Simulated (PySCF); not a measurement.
H$_{5}$NO$_{3}$Si (SMILES N[Si](O)(O)O), singlet, at a GFN2-xTB geometry. Base run: PBE/6-31G (PySCF).

Input for PySCF:
```python
from pyscf import gto, scf, dft, solvent

mol = gto.M(
    atom='''
N     1.60142384   -0.55216377   -0.23355688
Si   -0.01584553    0.00617632   -0.00596552
O    -0.03966332    1.36178266    0.88511540
O    -0.71051353    0.36391750   -1.43717968
O    -0.84911248   -1.12149612    0.82986988
H     1.72991780   -1.44105165   -0.68793388
H     2.25004027    0.10953181   -0.62741978
H     0.21857874    1.29204204    1.79894336
H    -1.44001222    0.97740207   -1.44982216
H    -0.95233946   -1.99287887    0.46220329
''',
    basis='6-31g',
    verbose=4,
)

mf = dft.RKS(mol)
mf.xc = 'pbe'
mf.kernel()
```

Each row names what was changed in the base input (with any setting that the change needs).

```json
[
 {"change": "base", "ΔE vs base (kJ/mol)": "0.00", "dipole (D)": "1.49", "HOMO-LUMO gap (eV)": "5.83"},
 {"change": "model = IEF-PCM; solvent = dimethylsulfoxide", "ΔE vs base (kJ/mol)": "-67.8", "dipole (D)": "1.82", "HOMO-LUMO gap (eV)": "6.12"},
 {"change": "model = IEF-PCM; solvent = tetrahydrofuran", "ΔE vs base (kJ/mol)": "[?]", "dipole (D)": "1.76", "HOMO-LUMO gap (eV)": "[?]"},
 {"change": "model = IEF-PCM; solvent = dichloromethane; lebedev_order = 11", "ΔE vs base (kJ/mol)": "-54.4", "dipole (D)": "1.76", "HOMO-LUMO gap (eV)": "6.06"},
 {"change": "model = IEF-PCM; solvent = dichloromethane; vdw_scale = 1.4", "ΔE vs base (kJ/mol)": "[?]", "dipole (D)": "[?]", "HOMO-LUMO gap (eV)": "[?]"},
 {"change": "model = IEF-PCM; solvent = dichloromethane; lebedev_order = 41", "ΔE vs base (kJ/mol)": "[?]", "dipole (D)": "1.77", "HOMO-LUMO gap (eV)": "6.08"},
 {"change": "model = IEF-PCM; solvent = methanol", "ΔE vs base (kJ/mol)": "-66.7", "dipole (D)": "1.81", "HOMO-LUMO gap (eV)": "6.12"},
 {"change": "model = SS(V)PE; solvent = dichloromethane", "ΔE vs base (kJ/mol)": "-57.7", "dipole (D)": "1.76", "HOMO-LUMO gap (eV)": "6.08"},
 {"change": "model = C-PCM; solvent = dichloromethane", "ΔE vs base (kJ/mol)": "-61.9", "dipole (D)": "1.79", "HOMO-LUMO gap (eV)": "6.10"},
 {"change": "model = IEF-PCM; solvent = dichloromethane; vdw_scale = 1.1", "ΔE vs base (kJ/mol)": "-80.4", "dipole (D)": "1.81", "HOMO-LUMO gap (eV)": "6.17"},
 {"change": "model = IEF-PCM; solvent = toluene", "ΔE vs base (kJ/mol)": "-31.9", "dipole (D)": "1.64", "HOMO-LUMO gap (eV)": "5.97"},
 {"change": "model = IEF-PCM; solvent = dichloromethane", "ΔE vs base (kJ/mol)": "-58.1", "dipole (D)": "1.77", "HOMO-LUMO gap (eV)": "6.08"}
]
```

Fill in the missing entries.


- model = IEF-PCM; solvent = tetrahydrofuran, ΔE vs base (kJ/mol): -55.9
- model = IEF-PCM; solvent = tetrahydrofuran, HOMO-LUMO gap (eV): 6.07
- model = IEF-PCM; solvent = dichloromethane; vdw_scale = 1.4, ΔE vs base (kJ/mol): -31.0
- model = IEF-PCM; solvent = dichloromethane; vdw_scale = 1.4, dipole (D): 1.69
- model = IEF-PCM; solvent = dichloromethane; vdw_scale = 1.4, HOMO-LUMO gap (eV): 5.96
- model = IEF-PCM; solvent = dichloromethane; lebedev_order = 41, ΔE vs base (kJ/mol): -58.4

The base is the gas phase, so ΔE is the electrostatic part of solvation at a fixed geometry, without cavity and dispersion terms.
